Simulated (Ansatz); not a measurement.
Isolated molecules relaxed with PBE0-D4/def2-TZVP in Ansatz; ΔE leaves out vibrations. CCSD(T)/CBS adds triple-zeta CCSD(T) − MP2 to the extrapolated MP2 energy (def2 sets, frozen cores). This one scheme is used for every species. DFT in def2-TZVPP. One conformer a species, not always the lowest.

Reaction (formal exchange of groups at a B–Si bond): `C[SiH2]B(N)F` + `CSC` → `CSCB(N)F` + `C[SiH3]`

| level | ΔE (kJ/mol) |
| --- | --- |
| B2PLYP | -31.7 |
| CCSD/def2-TZVPP | -34.0 |
| HF/def2-QZVPP | -37.3 |
| SCS-MP2/def2-QZVPP | -35.8 |

Q: What does CCSD(T)/CBS give? (Best estimate.)

A: Computed: -32.8 kJ/mol. The listed levels differ from it by 1.1, -1.2, -4.5, -3.0 kJ/mol.

Largest T1 diagnostic among the species: 0.012.

From PBE to PBE0 (25 % exact exchange), in def2-TZVPP and without D4, ΔE moves by −5.1 kJ/mol.
